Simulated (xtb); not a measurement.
Harmonic IR lines of one isomer of CH6OSi, unscaled. Method: GFN2-xTB run with xtb 6.7.1.

wavenumber (cm⁻¹): 600 (m), 628 (m), 746 (s), 764 (w), 806 (s), 842 (s), 1141 (w), 1167 (m), 2206 (vs), 2241 (s), 2356 (s), 2942 (w), 2955 (w), 2987 (w)

### Question
Identify which structure gives these lines.
A) `OC[SiH3]`
B) `C[SiH2]O`
C) `CO[SiH3]`

### Answer
C, `CO[SiH3]`
